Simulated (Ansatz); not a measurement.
Isolated molecules relaxed with PBE0-D4/def2-TZVP in Ansatz; ΔE leaves out vibrations. CCSD(T)/CBS is the MP2 limit (def2-TZVPP, def2-QZVPP) plus CCSD(T) − MP2 in def2-TZVPP, frozen cores. This one scheme is used for every species. DFT in def2-TZVPP. For Ge, Se outer-core shells are correlated without core-valence functions, which leaves a few kJ/mol of doubt a bond. Scalar relativity is left out up to krypton.

`[GeH3][CH]=[Se]` + H–F → `FC=[Se]` + GeH₄  (substitution at a C–Ge bond)

`[GeH3][CH]=[Se]`:

Z-matrix (Å, degrees):
```
Ge
C 1 1.953
H 1 1.539 2 108.9
H 1 1.530 2 108.8 3 121.3
H 1 1.539 2 108.6 3 -117.8
Se 2 1.750 1 124.7 3 -123.8
H 2 1.091 1 117.4 3 56.3
```

H–F:

```xyz
2

F     0.445   -0.112   -0.038
H    -0.445    0.112    0.038
```

`FC=[Se]`:

```xyz
4

F     0.628   -1.131   -0.316
C    -0.047   -0.021   -0.090
Se    0.169    0.985    1.307
H    -0.750    0.167   -0.900
```

GeH₄:

Z-matrix (Å, degrees):
```
Ge
H 1 1.534
H 1 1.534 2 109.5
H 1 1.534 2 109.5 3 -120.0
H 1 1.534 2 109.5 3 120.0
```

```csv
level,ΔE (kJ/mol)
r2SCAN0,28.2
HF/def2-QZVPP,28.8
```

(1) What does CCSD(T)/CBS give? (Estimate.)

Largest T1 diagnostic among the species: 0.016.

## Answers

(1) Ansatz gave: +52.2 kJ/mol. The listed levels differ from it by -24.0, -23.4 kJ/mol.

From BLYP to BHLYP (50 % exact exchange), in def2-TZVPP and without D4, ΔE moves by +14.6 kJ/mol. At CCSD(T), def2-SVP lies −29.5 kJ/mol from the extrapolated value and def2-TZVPP −4.4 kJ/mol.
